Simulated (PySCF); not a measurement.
Gas-phase reaction: HfCl2(OH)2 + 2 O3 + 2 HCl ⇌ HfCl4 + 4 HO2

Computed with PySCF and rigid-rotor harmonic-oscillator thermochemistry at 1 bar. † marks an energy on the PBE0/def2-TZVP geometry and frequencies; other levels use their own. MP2 and CCSD(T) freeze the core. Open shells (unrestricted): HO2 (multiplicity 2); the rest are closed-shell singlets. Hf: scalar-relativistic def2 core potential, no spin-orbit coupling. HfCl2(OH)2: computed as isolated molecules; such fragments, hydroxides, amides, oligomers or adducts are transient or little studied in the gas. MP2 isn't extrapolated to the basis-set limit; its ΔH°(298 K) is 342.3 kJ in def2-SVP and 370.7 kJ in def2-TZVPP. CCSD(T) isn't extrapolated to the basis-set limit; its ΔH°(298 K) is 169.4 kJ in def2-SVP and 184.6 kJ in def2-TZVPP. The harmonic model lacks anharmonicity and excited electronic states, which grow with temperature; levels with a mode under 35 cm⁻¹ are left out. Strong static correlation: O3. Soft modes under 120 cm⁻¹ make the harmonic entropy rough for HfCl2(OH)2, HfCl4. Warning, large T1 diagnostic: O3 (CCSD(T)/def2-SVP†, CCSD(T)/def2-TZVPP†).

```csv
level,"ΔE electronic, kJ","ΔH°(298 K), kJ","ΔS°(298 K), J/K","ΔG°(800 K), kJ"
CCSD(T)/def2-SVP†,155,169,42,142
CCSD(T)/def2-TZVPP†,170,185,42,157
HF/def2-TZVP†,-381,-367,42,-394
MP2/def2-TZVPP†,356,371,42,343
PBE/def2-TZVP†,182,197,42,170
PBE0/def2-QZVP†,73,88,42,60
PBE0/def2-SVP†,59,74,42,46
PBE0/def2-TZVP,70,85,42,57
ωB97M-V/def2-TZVP†,84,98,42,71
ωB97X-V/def2-TZVP†,70,85,42,57
```
ΔH° is lowest at HF/def2-TZVP† and highest at MP2/def2-TZVPP†. No reference value is set beside these.
